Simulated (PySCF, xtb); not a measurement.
CH5F3Si2, SMILES [SiH3]C(F)(F)[SiH2]F. The values are those of a single conformer.

Harmonic wavenumbers (cm⁻¹) from GFN2-xTB in xtb 6.7.1 at its own minimum, in rising order: 37, 91, 104, 166, 197, 205, 319, 383, 498, 509, 558, 565, 585, 706, 730, 743, 757, 772, 837, 876, 925, 1060, 2298, 2304, 2334, 2385, 2389.

**Question.** What does TPSSh-D3(BJ)/def2-SVP (PySCF) give at its own minimum? (Estimate from the structure and the level; the computed values follow.)

**Answer.** 51, 102, 133, 189, 192, 211, 331, 393, 537, 601, 621, 660, 742, 853, 875, 925, 941, 954, 959, 995, 1010, 1102, 2269, 2279, 2294, 2297, 2306. Paired by order, the mean absolute difference is 75 cm⁻¹ and the zero-point energies are 33.4 and 35.5 kcal/mol.
